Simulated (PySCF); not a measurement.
Cartesian coordinates in Å; atom numbers follow the order of the lines, from 1:
```xyz
17

C    -2.498   -0.153   -0.569
Si   -1.502    0.365    0.957
C     0.310    0.607    0.374
C     0.782    1.926    0.349
N     1.114    3.026    0.347
C     1.112   -0.409   -0.002
C     0.627   -1.735    0.028
N     0.233   -2.811    0.057
C     2.541   -0.239   -0.450
F     2.787   -0.963   -1.588
H    -3.543   -0.296   -0.314
H    -2.450    0.598   -1.354
H    -2.127   -1.089   -0.979
H    -1.926    1.656    1.498
H    -1.461   -0.667    1.994
H     3.232   -0.614    0.318
H     2.762    0.810   -0.674
```

PySCF 2.14.0 with density-fitted response routines calculation with geometry from GFN2-xTB and PBE0/pcSseg-1 with gauge-including orbitals; averaged over atoms made equivalent by symmetry, fast rotation or ring inversion, relativity neglected, a single conformation, gas phase.

Scale: 13C (σref 186.93) and 1H (σref 31.72) and 29Si (σref 349.16) against TMS; NH3 for 15N (σref 267.73); 19F (σref 170.95) vs CFCl3 (reference shieldings calculated alike).

```json
{"atoms": "C9", "nucleus": "13C", "count": "1", "Hirshfeld charge": "0.04", "δ (ppm)": "?"}
{"atoms": "F10", "nucleus": "19F", "count": "1", "Hirshfeld charge": "-0.11", "δ (ppm)": "-243.4"}
{"atoms": "C6", "nucleus": "13C", "count": "1", "Hirshfeld charge": "0.03", "δ (ppm)": "147.6"}
{"atoms": "Si2", "nucleus": "29Si", "count": "1", "Hirshfeld charge": "0.37", "δ (ppm)": "-36.4"}
{"atoms": "N5", "nucleus": "15N", "count": "1", "Hirshfeld charge": "-0.20", "δ (ppm)": "358.9"}
{"atoms": "C1", "nucleus": "13C", "count": "1", "Hirshfeld charge": "-0.20", "δ (ppm)": "?"}
{"atoms": "C3", "nucleus": "13C", "count": "1", "Hirshfeld charge": "-0.05", "δ (ppm)": "?"}
{"atoms": "C4", "nucleus": "13C", "count": "1", "Hirshfeld charge": "0.08", "δ (ppm)": "121.1"}
{"atoms": "H14/H15", "nucleus": "1H", "count": "2", "Hirshfeld charge": "-0.07", "δ (ppm)": "4.68"}
{"atoms": "C7", "nucleus": "13C", "count": "1", "Hirshfeld charge": "0.09", "δ (ppm)": "121.4"}
{"atoms": "H11/H12/H13", "nucleus": "1H", "count": "3", "Hirshfeld charge": "0.05", "δ (ppm)": "0.64"}
{"atoms": "N8", "nucleus": "15N", "count": "1", "Hirshfeld charge": "-0.18", "δ (ppm)": "347.5"}
{"atoms": "H16/H17", "nucleus": "1H", "count": "2", "Hirshfeld charge": "0.06", "δ (ppm)": "?"}
```

**Question.** Fill in the missing shifts.

**Answer.** 
- C3: 138.1 ppm, fully substituted alkene carbon; as expected for a trigonal carbon in a double bond
- C9: 86.6 ppm, allylic sp3 CH2 bonded to F; pulled downfield by the heteroatom
- C1: -6.8 ppm, methyl carbon bonded to Si; an electropositive neighbour leaves it electron-rich and shielded
- H16/H17: 5.65 ppm, hydrogen on an allylic sp3 CH2 bonded to F; its carbon carries F, an electronegative neighbour

Shifts are as computed. Against solution values, carbons near 30 ppm lie about +3 ppm off and those near 130 ppm about +5 ppm. Of 1309 compounds with measured shifts, 239 miss one by over three times the rms of a fit or turn the order of signals round; such compounds aren't used in these exercises. Unscaled 19F shifts against computed CFCl3 carry errors that often reach 10 to 50 ppm. Experimental scales use liquid or dissolved standards, which lie at an offset from isolated NH3 (liquid NH3: subtract about 20 ppm). Unscaled 15N shifts of sp2 nitrogen come out 20 to 40 ppm too high even then.
